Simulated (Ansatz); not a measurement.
Cost and result up the ladder for Si20H29, a nanocrystal with a defect cut from the lattice of silicon (one cap removed) (49 atoms). Total charge 0; doublet. Geometry: PBE-D4/def2-SVP.

```
atom   x (Å)   y (Å)   z (Å)
 Si1   1.965   2.115   0.484
 Si2   0.142   2.985  -2.866
 Si3   2.316  -1.538  -0.752
 Si4   0.473  -0.492  -4.040
 Si5  -1.536   3.783   0.900
 Si6   0.743  -0.814   2.712
 Si7  -2.706   0.982   3.031
 Si8  -1.149   0.099  -0.500
 Si9  -0.850  -3.663  -1.625
Si10  -2.346  -2.975   1.672
Si11   2.175   3.042  -1.674
Si12   0.712   3.748   1.633
Si13   0.983  -0.034   0.494
Si14  -0.912   0.881  -2.715
Si15   2.553  -0.918  -3.014
Si16   1.391  -3.702  -0.892
Si17  -2.399   1.607   0.794
Si18  -0.623   0.552   4.064
Si19  -0.312  -2.917   2.862
Si20  -2.134  -2.047  -0.485
 H21   3.338   2.023   1.111
 H22  -0.756   4.092  -2.387
 H23   0.435   3.229  -4.326
 H24   3.687  -1.631  -0.123
 H25   0.716   0.245  -5.336
 H26  -0.199  -1.796  -4.375
 H27  -1.626   4.495  -0.422
 H28  -2.361   4.548   1.904
 H29   2.113  -0.909   3.343
 H30  -3.366   2.140   3.738
 H31  -3.598  -0.221   3.169
 H32  -0.888  -3.449  -3.114
 H33  -1.475  -5.007  -1.338
 H34  -3.418  -2.285   2.470
 H35  -2.758  -4.416   1.495
 H36   2.590   4.483  -1.500
 H37   3.246   2.351  -2.473
 H38   1.354   5.088   1.359
 H39   0.736   3.523   3.120
 H40  -2.277   0.968  -3.358
 H41   3.445   0.283  -3.166
 H42   3.211  -2.074  -3.727
 H43   2.210  -4.473  -1.899
 H44   1.480  -4.427   0.423
 H45   0.043   1.862   4.382
 H46  -0.847  -0.180   5.367
 H47  -0.603  -3.165   4.322
 H48   0.585  -4.024   2.380
 H49  -3.501  -1.968  -1.123
```

Ansatz on 2 threads of AMD EPYC 7R13 on a shared host and a share (18 GiB) of an NVIDIA H100 80GB HBM3. Times are rough, and most runs start from the orbitals of an earlier one. CAM-B3LYP-D4/def2-SVP serves as the yardstick here, not as an exact answer. Differences are given only for rows in sets of like size (and for xTB, whose basis is part of the method), since another set adds its own error. Binding counts from free atoms at the same level (Si triplet, H doublet; other spins of the atoms weren't run), without zero-point energy or a counterpoise term.

B3LYP takes the VWN-RPA correlation. HSE06 is defined as in plane-wave codes, on full-range PBE exchange. Single mean-field runs in def2-SVP, def2-mTZVP are fitted with def2-universal-jkfit.

| level | functions | binding energy per atom (eV) | difference from CAM-B3LYP-D4/def2-SVP (eV) |
| --- | --- | --- | --- |
| HF/6-31G | 318 | 1.98 | – |
| HSE06-D4/def2-SVP (with forces) | 505 | 3.21 | 0.04 |
| PBE0-D4/def2-SVP | 505 | 3.21 | 0.03 |
| PBE-D4/def2-SVP | 505 | 3.22 | 0.04 |
| CAM-B3LYP-D4/def2-SVP | 505 | 3.18 | 0.00 |
| r2SCAN-D4/def2-mTZVP | 527 | 3.17 | – |
| B3LYP-D4/6-31G | 318 | 2.94 | – |
| r2SCAN-D4/def2-SVP (with forces) | 505 | 3.23 | 0.05 |

Q: Estimate how long each takes.

A: HF/6-31G 4.6 s; PBE-D4/def2-SVP 4.7 s; r2SCAN-D4/def2-mTZVP 7 s; B3LYP-D4/6-31G 7 s; PBE0-D4/def2-SVP 8 s; CAM-B3LYP-D4/def2-SVP 8.5 s; r2SCAN-D4/def2-SVP (with forces) 9 s; HSE06-D4/def2-SVP (with forces) 12 s. On shared hardware such times vary by a factor of up to 3.
